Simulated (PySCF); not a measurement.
Vibration and rotation of ScCl

UHF-CCSD(T) constants of ScCl, ³Δ (triplet), unpaired electrons σ ↑, δ ↑ (Sc def2-TZVPP, Cl def2-TZVPP; no relativity (PySCF 2.14); masses 44.9559 and 34.9689 u):

| Item | Value |
| --- | --- |
| ωe | 398.9 cm⁻¹ |
| ωexe | 1.39 cm⁻¹ |
| Be | 0.15685 cm⁻¹ |
| αe | 0.000789 cm⁻¹ |
| De to Sc (3d1 4s2) + Cl | 4.32 eV |

(1) What force constant and bond length do these constants imply?

(2) Estimate the centrifugal constant D from the Kratzer relation and find the Dunham coefficient a1.

Correlated steps freeze 10 core orbitals. The state is the lowest single determinant that the PBE0 search found; with open d or f shells the true ground state can be another one.

## Answers

(1) Reduced mass μred = 19.669 u; k = 5.8918×10⁻⁷·μred·ωe² (u, cm⁻¹, mdyn/Å) = 1.84 mdyn/Å; Re = √(16.8576/(μred·Be)) (u, cm⁻¹, Å) = 2.338 Å.

(2) D = 4Be³/ωe² = 9.7e-08 cm⁻¹; a1 = −1 − αeωe/(6Be²) = -3.13.
